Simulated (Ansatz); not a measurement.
`[CH3][SnH]([NH2])[F]` + H₂O → `[CH3][SnH]([OH])[F]` + NH₃ at 400 K and 1 bar (formal hydrolysis of the Sn–N bond).

Computed with Ansatz on PBE0-D4/def2-TZVP structures; ΔE is electronic, products minus reactants. CBS: MP2 limit from def2 TZ/QZ plus the TZ coupled-cluster correction, frozen cores. This one scheme is used for every species. def2 core potentials past Kr. For Sn outer-core shells are correlated without core-valence functions, which leaves a few kJ/mol of doubt a bond. Each species was taken in one conformer, which may not be the lowest.

| species | CCSD(T)/CBS energy (Eh) | H − E (kJ/mol) | S (J/(mol·K)) |
| --- | --- | --- | --- |
| `[CH3][SnH]([NH2])[F]` | -410.22990 | 218.3 | 399.2 |
| H₂O | -76.37941 | 69.8 | 198.6 |
| `[CH3][SnH]([OH])[F]` | -430.11060 | 185.2 | 393.0 |
| NH₃ | -56.50880 | 104.2 | 203.1 |

H − E and S are ideal-gas, rigid-rotor, harmonic terms from PBE0-D4/def2-TZVP, for one conformer and one mirror image of each species. 1 Eh = 2625.50 kJ/mol, R = 8.31446 J/(mol·K).

Q: By hand: ΔE, ΔH, ΔS and ΔG.

A: ΔE = (-430.11060) + (-56.50880) − (-410.22990) − (-76.37941) = -0.01009 Eh = -26.5 kJ/mol. Δ(H − E) = 185.2 + 104.2 − 218.3 − 69.8 = 1.3, so ΔH = -25.2 kJ/mol. ΔS = 393.0 + 203.1 − 399.2 − 198.6 = -1.7 J/(mol·K). ΔG = -25.2 − 400 × (-1.7)/1000 = -24.5 kJ/mol.

Q: By hand: the equilibrium constant, and the temperature at which ΔG would vanish if ΔH and ΔS stayed fixed.

A: log₁₀ K = −ΔG/(RT ln 10) = 3.2. ΔG = 0 at ΔH/ΔS = 14824 K, far beyond where these terms or the molecules hold.

The number of gas molecules stays the same, so ΔS is small and ΔH decides. A doubt of 5 kJ/mol in ΔE shifts log₁₀ K by 0.7 here. Other conformers and mirror images would add mixing entropy, several J/(mol·K) or more a flexible species. Modes under 60 cm⁻¹, often nearly free rotors, make the harmonic entropy too high. These are equilibria of isolated gas molecules and say nothing of rates. Largest T1 diagnostic: 0.013 (customary marks: 0.02 for closed shells, 0.045 for open ones).
